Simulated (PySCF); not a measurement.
This PySCF input asks for the NMR shieldings of `BCC[SiH2]C(Cl)Cl`, C₃H₉BCl₂Si; the geometry comes from GFN2-xTB.

```python
import basis_set_exchange as bse
import numpy as np
from pyscf import gto, dft
from pyscf.prop import nmr

atoms = """
B    -2.392185    1.027620   -0.112314
C    -1.745014   -0.306717   -0.612931
C    -0.224933   -0.317679   -0.811596
Si    0.715089   -0.188065    0.827404
C     2.601017   -0.286021    0.431407
Cl    3.515272   -0.229281    1.950222
Cl    3.062743    1.090800   -0.589974
H    -3.517049    1.026973    0.205666
H    -1.789132    2.027109   -0.103614
H    -2.028100   -1.144633    0.029063
H    -2.226347   -0.527501   -1.574932
H     0.055865    0.507199   -1.468504
H     0.066628   -1.237175   -1.327939
H     0.452581   -1.329962    1.711042
H     0.516082    1.078826    1.526272
H     2.929886   -1.182549   -0.090683
"""
names = dict.fromkeys(["B", "C", "Si", "Cl", "H"], "pcSseg-1")
basis = {el: gto.basis.parse(bse.get_basis(n, elements=[el], fmt="nwchem")) for el, n in names.items()}
mol = gto.M(atom=atoms, basis=basis, charge=0, verbose=0)
mf = dft.RKS(mol, xc="PBE0")
mf.grids.level = 2
mf.grids.alignment = dft.numint.BLKSIZE   # the property module wants whole blocks of grid points
mf.conv_tol = 1e-9
mf.kernel()

calc = nmr.RKS(mf)   # GIAO
C = mf.mo_coeff
Co = C[:, mf.mo_occ > 0]
resp = mf.gen_response(singlet=True, hermi=2)
def vind(x):   # induced exchange potential for any number of trial vectors
    d = np.einsum("pi,xij,qj->xpq", C, 2 * x.reshape(-1, C.shape[1], Co.shape[1]), Co, optimize=True)
    return np.einsum("xpq,pi,qj->xij", resp(d - d.transpose(0, 2, 1)), C, Co, optimize=True).ravel()
mo1, _ = nmr.rhf.solve_mo1(calc, with_cphf=vind)
sigma = calc.kernel(mo1)
for i, s in enumerate(sigma):   # ppm
    w = np.linalg.eigvalsh((s + s.T) / 2)
    print("%2d %-2s iso %8.1f  s11 %8.1f  s22 %8.1f  s33 %8.1f" % (i, mol.atom_pure_symbol(i), w.mean(), *w))
```

Task: Give the expected output.

Result: 
```
 0 B  iso      7.0  s11    -72.1  s22    -32.3  s33    125.5
 1 C  iso    157.1  s11    124.9  s22    162.9  s33    183.4
 2 C  iso    174.4  s11    159.5  s22    173.0  s33    190.6
 3 Si iso    371.0  s11    334.8  s22    350.9  s33    427.3
 4 C  iso    116.1  s11     70.9  s22    137.3  s33    140.2
 5 Cl iso    731.5  s11    432.8  s22    732.2  s33   1029.5
 6 Cl iso    734.5  s11    454.7  s22    734.1  s33   1014.7
 7 H  iso     23.7  s11     16.5  s22     26.8  s33     27.9
 8 H  iso     23.6  s11     14.1  s22     27.0  s33     29.7
 9 H  iso     29.7  s11     24.2  s22     29.3  s33     35.5
10 H  iso     30.0  s11     23.5  s22     28.9  s33     37.5
11 H  iso     30.1  s11     25.0  s22     30.3  s33     34.8
12 H  iso     30.6  s11     24.8  s22     30.8  s33     36.1
13 H  iso     27.6  s11     23.4  s22     27.1  s33     32.2
14 H  iso     27.6  s11     24.3  s22     27.2  s33     31.3
15 H  iso     26.3  s11     21.4  s22     26.7  s33     30.7
```

These numbers come from an equivalent density-fitted implementation of the same equations, which agrees with the script to about 0.01 ppm for H and up to a few tenths of a ppm for heavy atoms, so last digits may differ.

Size and cost of the density-fitted run: 185 basis functions, 51 s wall time on 1 thread of an Arm Neoverse N1, shared host; peak memory 0.83 GiB.
